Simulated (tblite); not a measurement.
Species: C4H13NOSi2.
Cartesian coordinates in Å at the GFN2-xTB level; atoms count from 1:
```
atom  x, y, z in Å
C1     3.640    0.599    0.616
C2     2.583    0.863   -0.132
C3     1.653   -0.161   -0.669
Si4    0.024   -0.163    0.305
N5    -0.917   -1.534   -0.188
Si6   -2.609   -1.839   -0.004
O7    -0.660    1.256   -0.077
C8    -1.872    1.781    0.372
H9     3.914   -0.414    0.863
H10    4.277    1.375    1.007
H11    2.322    1.886   -0.363
H12    1.451    0.041   -1.720
H13    2.106   -1.148   -0.594
H14    0.233   -0.246    1.757
H15   -0.397   -2.276   -0.623
H16   -3.030   -1.301    1.292
H17   -2.773   -3.291   -0.073
H18   -3.379   -1.188   -1.073
H19   -1.984    2.781   -0.051
H20   -2.705    1.152    0.048
H21   -1.888    1.845    1.462
```

All values are computed: GFN2-xTB (tblite) harmonic vibrations without scaling, gas phase. The method is semi-empirical: single wavenumbers can be off by several per cent or more. Modes of hydrogen on silicon can be 10 to 20 % off. One conformer, not necessarily the lowest.

Harmonic wavenumbers (cm⁻¹): 26.9, 39.4, 66.0, 75.8, 104.1, 121.6, 128.1, 147.8, 190.9, 230.6, 244.1, 275.5, 322.7, 415.7, 565.1, 576.6, 599.8, 670.0, 701.8, 723.1, 755.8, 765.4, 782.6, 807.9, 813.7, 840.6, 876.8, 961.4, 990.5, 1021.3, 1058.6, 1129.4, 1134.2, 1156.7, 1185.7, 1201.3, 1224.7, 1295.6, 1412.1, 1415.6, 1466.0, 1476.3, 1486.1, 1713.0, 2191.2, 2205.5, 2245.1, 2251.5, 2949.1, 2961.6, 2981.1, 2983.8, 3002.3, 3063.9, 3091.9, 3118.9, 3495.1.

A = 2409, B = 728.2, C = 593.9 MHz; mass 147.054 u (most abundant isotopes); point group C1, symmetry number 1.

Q: What is the zero-point energy?

A: Half the sum of the wavenumbers: 34869 cm⁻¹ = 99.69 kcal/mol.

Q: Give the ideal-gas entropy at 298.15 K and 1 bar in the rigid-rotor, harmonic-oscillator model (classical rotation).

A: Translation 40.89, rotation 30.11, vibration 45.93: S = 116.9 cal/(mol K).

Q: And Cp and H(298.15 K) − H(0)?

A: Cp = 47.47 cal/(mol K), of which vibrations give 39.52 (their classical limit is 57 R = 113.3); H(298.15 K) − H(0) = 8.96 kcal/mol without the zero-point energy, 6.59 from vibrations.

Q: Which modes carry the vibrational entropy at 298.15 K?

A: 26.9 cm⁻¹: 6.05; 39.4 cm⁻¹: 5.29; 66.0 cm⁻¹: 4.27; 75.8 cm⁻¹: 4.00; 104.1 cm⁻¹: 3.38; 121.6 cm⁻¹: 3.07 cal/(mol K); the other 51 give 19.88 together.

Q: How do the functions run with temperature in this model?

A: 
```csv
T (K),S (cal/(mol K)),Cp (cal/(mol K)),H − H(0) (kcal/mol),G − H(0) (kcal/mol),ln q(vib)
100,79.2,25.7,1.73,-6.19,3.78
200,100.3,36.4,4.84,-15.23,8.18
300,117.2,47.7,9.05,-26.12,12.06
500,146.3,66.8,20.60,-52.56,19.10
800,182.0,85.0,43.60,-102.02,28.49
1000,201.9,92.9,61.43,-140.46,34.11
```

q(vib) and H(0) count from the zero-point level.

Q: Blend soft modes into free rotors: weight 1/[1 + (100 cm⁻¹/ν̃)⁴] for the oscillator and the rest for a rotor with moment μB/(μ + B), μ = h/(8π²ν), B = 10⁻⁴⁴ kg m². What vibrational entropy results?

A: 40.58 cal/(mol K) in place of 45.93, which changes −T·S at 298.15 K by +1.59 kcal/mol.

Q: What must be added to the electronic energy to get the Gibbs energy at 298.15 K and 1 bar?

A: ZPE + [H(298.15 K) − H(0)] − T·S = 99.69 + 8.96 − 34.86 = 73.79 kcal/mol.

Hindered rotation and anharmonicity are outside this model. Other conformers, if any are populated, would add a mixing term that is left out. The structure is chiral; the term R ln 2 for an equal mix with its mirror image is left out.
